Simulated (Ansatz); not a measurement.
Consider the ligand exchange at a W–O bond: `[NH2][W](=[O])(=[O])[OH]` + H–F → `[NH2][W](=[O])(=[O])[F]` + H₂O.

Gas-phase electronic energies from Ansatz, PBE0-D4/def2-TZVP geometries. CCSD(T)/CBS adds triple-zeta CCSD(T) − MP2 to the extrapolated MP2 energy (def2 sets, frozen cores). This one scheme is used for every species. Functionals use def2-TZVPP. B3LYP here is the variant with VWN-RPA as its local correlation; programs differ in this. def2 core potentials past Kr. For W outer-core shells are correlated without core-valence functions, which leaves a few kJ/mol of doubt a bond. One conformer a species, not always the lowest.

`[NH2][W](=[O])(=[O])[OH]`:

Z-matrix (Å, degrees):
```
W
O 1 1.708
O 1 1.708 2 111.4
N 1 1.938 2 107.9 3 -118.2
O 1 1.891 2 110.0 3 120.5
H 4 1.009 1 123.6 2 -22.8
H 4 1.009 1 123.4 2 142.5
H 5 0.959 1 124.0 2 12.7
```

H–F:

```xyz
2

F    -0.367   -0.218   -0.171
H     0.367    0.218    0.171
```

`[NH2][W](=[O])(=[O])[F]`:

```xyz
7

N     0.262   -1.151    0.138
W    -0.138    0.725   -0.064
O     0.060    1.123   -1.708
O    -1.755    0.965    0.413
F     0.995    1.772    0.984
H     0.830   -1.670   -0.515
H    -0.254   -1.765    0.752
```

H₂O:

Z-matrix (Å, degrees):
```
O
H 1 0.960
H 1 0.960 2 105.1
```

Problem. Is it downhill or uphill in electronic energy at CCSD(T)/CBS, and by how much? (An estimate is asked.)

Solution. Ansatz gave: Downhill: ΔE = -6.3 kcal/mol.

Problem. What do these levels give: revPBE-D4, CAM-B3LYP-D4, ωB97X-V, PBE0, B3LYP, CCSD/def2-TZVPP? (Best estimate.)

Solution. The calculation gave: revPBE-D4 -7.8, CAM-B3LYP-D4 -7.8, ωB97X-V -8.0, PBE0 -7.5, B3LYP -8.4, CCSD/def2-TZVPP -6.5 kcal/mol.

Problem. What do rigid-rotor, harmonic-oscillator terms from PBE0-D4/def2-TZVP frequencies (298.15 K, 1 bar) make of the CCSD(T)/CBS value? (An estimate is asked.)

Solution. The calculation gave: ΔZPE = +0.9 kcal/mol, ΔH = -5.7 kcal/mol, ΔS = 4 J/(mol·K), ΔG = -5.9 kcal/mol.

Largest T1 diagnostic among the species: 0.022, so the coupled-cluster value is less sure than usual.

The D4 term adds +0.8 kcal/mol with B3LYP and +0.4 kcal/mol with PBE0; it sums over pairs of atoms, weighted by their polarisabilities, and B3LYP, whose exchange is more repulsive, gets the larger term. From PBE to PBE0 (25 % exact exchange), in def2-TZVPP and without D4, ΔE moves by +0.8 kcal/mol. At CCSD(T), def2-SVP lies −1.5 kcal/mol from the extrapolated value and def2-TZVPP +0.0 kcal/mol.
